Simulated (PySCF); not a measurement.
Energy of Cr (chromium, neutral) between two integer charges

The 4s alpha orbital of [Ar] 3d5 4s1 is emptied in steps (occupation f), with all orbitals relaxed, ending at [Ar] 3d5. Calculation: PySCF 2.14, in jorge-DZP-DKH (8s6p2d1f, 43 functions); the spin-free X2C one-electron Hamiltonian (Gaussian nucleus). The exact energy is a straight line in f; departures are measured from the line between the end points of the same method.

```
  f  UHF (eV)  LDA (eV)  PBE (eV)
  1     0.000     0.000     0.000
0.9     0.008    -0.276    -0.274
0.7     0.019    -0.649    -0.643
0.5     0.022    -0.775    -0.770
0.3     0.018    -0.653    -0.649
0.1     0.008    -0.279    -0.279
  0     0.000     0.000     0.000
```

```json
{"method": "UHF", "E(f=0) − E(f=1) (eV)": "5.946", "−ε at f=1 (eV)": "6.036", "−ε at f=0.5 (eV)": "5.944"}
{"method": "LDA", "E(f=0) − E(f=1) (eV)": "7.324", "−ε at f=1 (eV)": "4.264", "−ε at f=0.5 (eV)": "7.312"}
{"method": "PBE", "E(f=0) − E(f=1) (eV)": "7.127", "−ε at f=1 (eV)": "4.095", "−ε at f=0.5 (eV)": "7.108"}
```

Orbital energy along the path (eV):

| f | UHF | LDA | PBE |
| --- | --- | --- | --- |
| 1 | -6.036 | -4.264 | -4.095 |
| 0.9 | -6.017 | -4.859 | -4.684 |
| 0.7 | -5.980 | -6.072 | -5.883 |
| 0.5 | -5.944 | -7.312 | -7.108 |
| 0.3 | -5.910 | -8.565 | -8.352 |
| 0.1 | -5.877 | -9.813 | -9.606 |
| 0 | -5.861 | -10.422 | -10.225 |

Reference removal energy between the ground levels: 6.767 eV (measured; NIST Atomic Spectra Database, ionization energies). UHF lacks correlation.
